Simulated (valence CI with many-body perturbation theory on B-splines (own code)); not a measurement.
Sensitivity of CI+MBPT for In¹⁰⁺

Computed by valence CI with perturbative core correlation (CI+MBPT): three valence electrons over a frozen Dirac-Fock core [Kr], a basis of 6 s, 6 p, 5 d, 5 f, 1 g functions for each j, with the one-electron correlation potential Σ1, the two-electron term Σ2, the three-electron term Σ3, Breit, model QED; selected CI, second order for the rest, scaled by the run's own slope (own B-spline code, finite nucleus).

No measured spectrum was set against this ion. As an estimate, terms of the open shell hold to 2 to 4 % of their energy, and close levels can change places. The list stops below the first excitations out of the core. Only levels of the ground parity were solved; by the run's estimate the other parity begins above the list, which can be wrong where configurations are misplaced.

The reference run has the lowest level 4d³ ⁴F_3/2 and an ionisation energy of 202.368 eV. Its largest variational space holds 3440 state functions.

Names give the largest LS component (configuration and term), which can be under half, so a name can repeat, a term be missing and a line seem to break the LS rules; names also repeat where a configuration has a term twice. Letters in brackets count levels of one name in rising energy.

Changed runs:
A. Davidson tolerance 2e-05 → 0.001
B. shift of the energy in Σ1 (hartree) 0 → 1.878
C. Breit term on → off; QED terms on → off
D. start configuration 4d3 → 4s3 (bad on purpose)

Excitation energies of the reference run in cm⁻¹, and shifts in cm⁻¹:

```tsv
Level	Reference	A	B	C
4d³ ⁴F_5/2	4699	0	+118	+194
4d³ ⁴F_7/2	9549	0	+210	+366
4d³ ⁴F_9/2	13961	0	+261	+482
4d³ ⁴P_3/2	20872	0	+78	+73
4d³ ⁴P_1/2	22301	0	+135	+172
4d³ ²G_7/2	27260	0	+223	+344
4d³ ²H_9/2	28206	0	+214	+364
4d³ ⁴P_5/2	28960	0	+277	+392
4d³ ²D_3/2 [a]	33929	0	+279	+353
4d³ ²P_1/2	36154	0	+309	+404
4d³ ²H_11/2	38198	0	+318	+555
4d³ ²G_9/2	40650	0	+444	+687
Ionisation energy (eV)	202.368	0	+0.601	+0.013
```

No effect on these energies: A.

Run D: It gave no result: a shell was given more electrons than it holds. The program said: "a valence shell holds more than 4l+2 electrons".
